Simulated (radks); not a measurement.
The hafnium ion Hf2+ inside a hard spherical wall (all orbitals vanish at R), configuration held at [Xe] 4f14 5d2 and not refilled when levels cross. Calculated with a radial shooting solver on a logarithmic mesh with Libxc functionals: scalar-relativistic Kohn-Sham, LDA (Slater exchange, VWN5 correlation), spin-polarised, spherical densities, finite nucleus; open shells are filled with parallel spins first (spin-orbit coupling, left out, can overturn this in heavy ions); Fermi nuclear charge, rms radius 5.347 fm. Eigenvalues in eV for spin up, with the zero of energy where the potential of the charges vanishes at infinity; a dash marks a level that is unbound or too diffuse for the functional's potential to be trusted. A positive occupied level is held by the wall or, in an anion where self-interaction has pushed it up, behind a barrier. The pressure on the wall is -dE/dV.

| R (bohr) | E (hartree) | kinetic (hartree) | e(5s) | e(5p) | e(4f) | e(6s, empty) | e(5d) | e(6p, empty) | pressure (GPa) |
|---|---|---|---|---|---|---|---|---|---|
| free | -15066.3735 | 16498.222 | -82.638 | -51.292 | -32.294 | -18.261 | -17.564 | -12.439 | 0 |
| 20 | -15066.3735 | 16498.222 | -82.638 | -51.292 | -32.294 | -18.261 | -17.564 | -12.439 | < 0.0001 |
| 8 | -15066.3734 | 16498.223 | -82.630 | -51.285 | -32.286 | -18.250 | -17.557 | -12.361 | 0.00632 |
| 7 | -15066.3729 | 16498.228 | -82.601 | -51.257 | -32.256 | -18.198 | -17.529 | -12.155 | 0.0494 |
| 5 | -15066.3556 | 16498.348 | -82.063 | -50.756 | -31.694 | -16.886 | -16.917 | -9.248 | 2.77 |
| 3 | -15065.7493 | 16501.544 | -76.422 | -45.163 | -25.186 | 6.508 | -7.530 | 24.575 | 344 |
| 2.5 | -15064.4251 | 16508.196 | -69.544 | -37.404 | -16.951 | 37.512 | 4.756 | 63.133 | 1780 |
| 1.5 | -15033.8044 | 16628.157 | 20.590 | 70.650 | 63.543 | 368.48 | 146.08 | 428.23 | 111000 |
